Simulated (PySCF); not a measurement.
Field gradients at the hydrogen positions

Compound: C6H13OP.
Structure used (GFN2-xTB), in Å, numbered top down from 1:
```
atom  x, y, z in Å
C1     3.7620    0.4393    0.4303
O2     2.5689    0.8846    1.0247
C3     1.4186    0.4274    0.4666
P4    -0.0534    0.9095    1.1140
C5    -1.2652   -0.0128   -0.0357
C6    -1.1101    0.4568   -1.4814
C7    -1.0741   -1.5252    0.0667
C8    -2.6665    0.3505    0.4620
H9     4.5753    0.8927    0.9940
H10    3.8272    0.7548   -0.6172
H11    3.8495   -0.6520    0.4798
H12    1.5375   -0.2382   -0.3837
H13   -0.1317    0.2019   -1.8828
H14   -1.8660   -0.0137   -2.1096
H15   -1.2355    1.5364   -1.5446
H16   -0.0948   -1.8313   -0.2945
H17   -1.8292   -2.0374   -0.5289
H18   -1.1748   -1.8507    1.1006
H19   -3.4260   -0.1383   -0.1468
H20   -2.8226    1.4264    0.4111
H21   -2.7980    0.0365    1.4957
```

Level: PBE0/pcSseg-1 (PySCF, non-relativistic); Q(2H) = 0.00286 b; rigid geometry, the same for H and D, with no vibrational averaging.

Task: Rank these positions by the coupling χzz of a deuteron there, largest first.
A. H9 (methyl hydrogen)
B. H11 (methyl hydrogen)
C. H17 (methyl hydrogen)

Result: C (210 kHz), A (204 kHz), B (194 kHz).

Task: What are Vzz, η and χzz (234.96 MHz × Q × Vzz) at all hydrogens?

Result: 
| atom | bonded to | bond length (Å) | Vzz (au) | η | χzz (kHz) |
| --- | --- | --- | --- | --- | --- |
| H9 | C1 | 1.088 | 0.3041 | 0.07 | 204 |
| H10 | C1 | 1.096 | 0.2895 | 0.08 | 195 |
| H11 | C1 | 1.096 | 0.2894 | 0.08 | 194 |
| H12 | C3 | 1.086 | 0.3124 | 0.10 | 210 |
| H13 | C6 | 1.088 | 0.3169 | 0.03 | 213 |
| H14 | C6 | 1.090 | 0.3119 | 0.02 | 210 |
| H15 | C6 | 1.089 | 0.3122 | 0.02 | 210 |
| H16 | C7 | 1.088 | 0.3170 | 0.03 | 213 |
| H17 | C7 | 1.090 | 0.3120 | 0.02 | 210 |
| H18 | C7 | 1.089 | 0.3124 | 0.02 | 210 |
| H19 | C8 | 1.089 | 0.3129 | 0.02 | 210 |
| H20 | C8 | 1.088 | 0.3127 | 0.02 | 210 |
| H21 | C8 | 1.088 | 0.3127 | 0.02 | 210 |

Task: How does χzz go with the bond length over the 13 C–H bonds?

Result: A straight-line fit has a slope of -19.3 kHz for each 0.01 Å, with a correlation coefficient of -0.92, over lengths from 1.086 to 1.096 Å. The longer bonds have the smaller couplings here.

Task: A static deuteron (I = 1) shows a doublet split by (3/2)χ, (3/4)χ(1 + η) and (3/4)χ(1 − η) with the field along z, y and x of the gradient. What are these for H12?

Result: With |χ| = 209.9 kHz and η = 0.103: 315, 174 and 141 kHz, to first order and without motion.

Isolated species at its GFN2-xTB geometry (one conformer only). GFN2-xTB bond lengths can be off by several hundredths of an ångström, more for odd bonds, and the gradients follow them. With so small a basis the couplings can be 20 % off.
